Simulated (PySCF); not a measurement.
**¹⁵N chemical shifts**

PySCF 2.14.0 with density-fitted response routines calculation with GFN2-xTB geometry and σ from GIAO-PBE0/pcSseg-1; isolated molecule, single conformer, averaged over atoms made equivalent by symmetry, fast rotation or ring inversion, non-relativistic Hamiltonian.

Shieldings were converted by a linear fit to measured shifts: ¹⁵N (scatter 6.3 ppm rms vs CH3NO2, solution or neat liquid). A few per cent of atoms miss by over 2 rms, more outside the fitted compound classes.

**Question.** Give the ¹⁵N shifts of `CCC/C(C#N)=C\C#N`, `CCn1ncc(C#N)n1`, `C=P(C)(C)N(C)C`, `C[Si](C)(C)O[Si@H](N)C#N`, `N#Cc1ccn[nH]1`, `N#C[Si@@H]1CCC[Si@@H]1F`, `N#C[Si@@H]1[SiH2]CC[C@H]1F`, `N#C[Si@@H]1[SiH2]CC[C@H]1F`, `c1ccc2nsnc2c1`, `c1ccc2nsnc2c1`, `Cc1nn(C)nc1C#N`.

**Answer.** 
```tsv
compound	environment	δ (ppm)
[CH3:1][CH2:2][CH2:3]/[C:4]([C:5]#[N:6])=[CH:7]\[C:8]#[N:9]	N9: nitrile nitrogen	-77.1
[CH3:1][CH2:2][CH2:3]/[C:4]([C:5]#[N:6])=[CH:7]\[C:8]#[N:9]	N6: nitrile nitrogen	-85.5
[CH3:1][CH2:2][n:3]1[n:4][cH:5][c:6]([C:7]#[N:8])[n:9]1	N9: pyridine-type nitrogen of an azole	-48.3
[CH3:1][CH2:2][n:3]1[n:4][cH:5][c:6]([C:7]#[N:8])[n:9]1	N4: pyridine-type nitrogen of an azole	-60.0
[CH3:1][CH2:2][n:3]1[n:4][cH:5][c:6]([C:7]#[N:8])[n:9]1	N8: nitrile nitrogen	-93.0
[CH3:1][CH2:2][n:3]1[n:4][cH:5][c:6]([C:7]#[N:8])[n:9]1	N3: pyrrole-type ring nitrogen	-128.5
C=P(C)(C)N(C)C	nitrogen bonded to 2 C, P	-363.3
[CH3:1][Si:2]([CH3:3])([CH3:4])[O:5][Si@H:6]([NH2:7])[C:8]#[N:9]	N9: nitrile nitrogen	-72.8
[CH3:1][Si:2]([CH3:3])([CH3:4])[O:5][Si@H:6]([NH2:7])[C:8]#[N:9]	N7: nitrogen bonded to Si, 2 H	-369.1
[N:1]#[C:2][c:3]1[cH:4][cH:5][n:6][nH:7]1	N6: pyridine-type nitrogen of an azole	-63.1
[N:1]#[C:2][c:3]1[cH:4][cH:5][n:6][nH:7]1	N1: nitrile nitrogen	-87.9
[N:1]#[C:2][c:3]1[cH:4][cH:5][n:6][nH:7]1	N7: pyrrole-type ring nitrogen	-183.3
N#C[Si@@H]1CCC[Si@@H]1F	nitrile nitrogen	-53.4
N#C[Si@@H]1[SiH2]CC[C@H]1F	nitrile nitrogen	-53.2
N#C[Si@@H]1[SiH2]CC[C@H]1F	nitrile nitrogen	-53.2
c1ccc2nsnc2c1	pyridine-type nitrogen of an azole (×2)	-36.9
c1ccc2nsnc2c1	pyridine-type nitrogen of an azole (×2)	-36.9
[CH3:1][c:2]1[n:3][n:4]([CH3:5])[n:6][c:7]1[C:8]#[N:9]	N6: pyridine-type nitrogen of an azole	-39.7
[CH3:1][c:2]1[n:3][n:4]([CH3:5])[n:6][c:7]1[C:8]#[N:9]	N3: pyridine-type nitrogen of an azole	-63.7
[CH3:1][c:2]1[n:3][n:4]([CH3:5])[n:6][c:7]1[C:8]#[N:9]	N9: nitrile nitrogen	-90.7
[CH3:1][c:2]1[n:3][n:4]([CH3:5])[n:6][c:7]1[C:8]#[N:9]	N4: pyrrole-type ring nitrogen	-146.6
```
